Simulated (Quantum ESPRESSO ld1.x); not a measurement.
Values are calculated unless marked as measured or tabulated.
Task: Radial electron density D(r) = 4 pi r^2 rho(r) of an atom or ion with 3 electrons. Level of theory: scalar-relativistic Kohn-Sham, LDA (Slater exchange, Perdew-Zunger correlation), spin-polarised, spherical densities, point nucleus (ld1.x of Quantum ESPRESSO 7.5).

```
   r/bohr * D(r) (the largest magnitude, 2.72, reaches the edge; | marks zero)
  0.01673 |*
  0.02144 |*
  0.02747 | *
  0.03492 |  *
  0.04475 |    *
  0.05735 |       *
  0.07349 |           *
  0.09342 |                *
   0.1197 |                       *
   0.1534 |                               *
   0.1966 |                                         *
   0.2499 |                                                 *
   0.3203 |                                                      *
   0.4104 |                                                      *
   0.5259 |                                                *
   0.6686 |                                    *
   0.8567 |                       *
    1.098 |           *
    1.407 |   *
    1.789 |*
    2.292 *
    2.937 *
    3.764 *
    4.823 |*
    6.131 |*
    7.857 | *
    10.07 | *
     12.9 |*
     16.4 |*
    21.02 *
    26.93 *
```

What is the nuclear charge?

Result: Z = 3. The innermost maximum, from 1s, lies near gamma/Z bohr with gamma = sqrt(1 - (Z/c)^2) = 1.000, here 0.333 bohr (found: 0.364), and its height grows with Z. The density is that of neutral lithium in [He] 3d1; the configuration itself is not fixed sharply by these data. D(r) has 2 maxima, at r = 0.364, 9.15 bohr, and minima at 2.71 bohr, inside which lie 2.00 electrons.
